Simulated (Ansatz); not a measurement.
C2H9AlBNO2, singlet, geometry from GFN2-xTB (such geometries of metal compounds can be far from the true shape), atoms displaced at random by about 0.08 Å a coordinate; Ansatz (an electronic-structure program) with B3LYP/STO-3G, gradient.

Input for Ansatz:
Ansatz 0.2 input:
```yaml
crystal:
  periodic: [false, false, false]
  atoms:
    - {symbol: B, position_ang: [-1.65380053, -0.23529155, 0.10846673]}
    - {symbol: C, position_ang: [-2.89479086, -1.06462043, 0.73739321]}
    - {symbol: C, position_ang: [-1.86401256, 1.13106078, -0.83662562]}
    - {symbol: N, position_ang: [-0.24491371, -0.45910655, 0.59449724]}
    - {symbol: Al, position_ang: [1.31989038, 0.11756713, 0.08679770]}
    - {symbol: O, position_ang: [2.38959718, -0.67164061, 0.81682289]}
    - {symbol: O, position_ang: [1.82351003, 1.08768183, -1.20203921]}
    - {symbol: H, position_ang: [-2.70738101, -1.84071258, 1.25373891]}
    - {symbol: H, position_ang: [-3.71895963, -1.21673793, -0.00807621]}
    - {symbol: H, position_ang: [-3.39802008, -0.44852575, 1.56104997]}
    - {symbol: H, position_ang: [-2.14029175, 0.79750124, -1.94518195]}
    - {symbol: H, position_ang: [-0.99472487, 1.87493081, -0.82677933]}
    - {symbol: H, position_ang: [-2.77778281, 1.64352557, -0.65994948]}
    - {symbol: H, position_ang: [-0.25049213, -1.42320322, 1.15396723]}
    - {symbol: H, position_ang: [3.37113408, -0.92578401, 1.18377362]}
    - {symbol: H, position_ang: [1.38607802, 1.62014041, -1.92961967]}
basis:
  gaussian:
    orbitals: STO-3G
hamiltonian:
  xc: b3lyp
output: {forces: true}
```

Write the output that Ansatz gives for this input, abridged.


```
Functional definition: B3LYP
644 factors; integrals over basis functions are off by at most 8.6e-5 eV
mean field evaluation 1: about -14885.1987 eV, gradient 3.7e1 eV
mean field evaluation 2: about -14882.2295 eV, gradient 5.0e1 eV
mean field evaluation 4: about -14889.4759 eV, gradient 2.5e0 eV
mean field evaluation 8: about -14889.3859 eV, gradient 4.8e-2 eV
mean field -14889.38589780 eV, -547.1748393558 hartree, gradient 6.2e-5 eV, S^2 0.000000; 0 other end points of the search recorded, 0 dependent functions left out
the calculation of the forces begins
reference -14889.38615082 eV, -547.1748486541 hartree; 31, 31 occupied and 17, 17 virtual orbitals, 644 factors
Total energy: -14889.38615082 eV, -547.1748486541 hartree
Atom 0 at    -1.653801    -0.235292     0.108467 Å, force     3.159847     1.591841     1.256626 eV/Å
Atom 1 at    -2.894791    -1.064620     0.737393 Å, force    -3.054988     8.705591    -3.882056 eV/Å
Atom 2 at    -1.864013     1.131061    -0.836626 Å, force     0.711591    -2.375526    -2.461687 eV/Å
Atom 3 at    -0.244914    -0.459107     0.594497 Å, force    -5.554542    -2.697789     0.008216 eV/Å
Atom 4 at     1.319890     0.117567     0.086798 Å, force    -2.325239     3.744100    -4.206242 eV/Å
Atom 5 at     2.389597    -0.671641     0.816823 Å, force     7.321701    -4.122393     4.353876 eV/Å
Atom 6 at     1.823510     1.087682    -1.202039 Å, force     1.057511    -0.601814     0.942093 eV/Å
Atom 7 at    -2.707381    -1.840713     1.253739 Å, force     2.242878    -7.983424     3.821504 eV/Å
Atom 8 at    -3.718960    -1.216738    -0.008076 Å, force     0.758035    -0.313403     0.587616 eV/Å
Atom 9 at    -3.398020    -0.448526     1.561050 Å, force     0.673916     0.046337    -1.356353 eV/Å
Atom 10 at    -2.140292     0.797501    -1.945182 Å, force     1.597729     0.590279     2.125754 eV/Å
Atom 11 at    -0.994725     1.874931    -0.826779 Å, force    -1.189906    -1.157932    -0.237038 eV/Å
Atom 12 at    -2.777783     1.643526    -0.659949 Å, force    -1.238372     1.123190     1.301172 eV/Å
Atom 13 at    -0.250492    -1.423203     1.153967 Å, force     0.480161     2.299347    -0.979336 eV/Å
Atom 14 at     3.371134    -0.925784     1.183774 Å, force    -3.582924     1.379692    -1.682748 eV/Å
Atom 15 at     1.386078     1.620140    -1.929620 Å, force    -1.057396    -0.228096     0.408604 eV/Å
Dipole moment:     0.386240    -0.020129     0.065764 e Å
```
